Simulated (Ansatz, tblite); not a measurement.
Cost and result up the ladder for GaCl2F (4 atoms). Total charge 0; singlet. Geometry: r2SCAN-D4/def2-SVP.

Cartesian coordinates in Å:
```
Ga -0.0671 -0.0147 0.0122
Cl 1.3982 -0.8756 1.2695
Cl 0.4061 1.2633 -1.6039
F -1.7373 -0.3730 0.3222
```

Ansatz on 4 threads of Arm Neoverse V1 on a shared host; xTB runs through tblite on one thread. Times are rough, summed over both states, and most runs start from the orbitals of an earlier one. No level here is sound enough to serve as a yardstick. The other state is a triplet.

The xTB rows come from tblite.

xTB has no spin-polarisation term.

```tsv
level	functions	vertical triplet (eV)
GFN1-xTB	31	5.88
GFN2-xTB	31	4.10
PBE-D4/def2-TZVP (with forces)	153	5.31
r2SCAN-D4/def2-TZVP	153	5.66
```

Task: Estimate how long each takes.

Result: GFN2-xTB 0.01 s; GFN1-xTB 0.016 s; PBE-D4/def2-TZVP (with forces) 5 s; r2SCAN-D4/def2-TZVP 14 s. On shared hardware such times vary by a factor of up to 3.
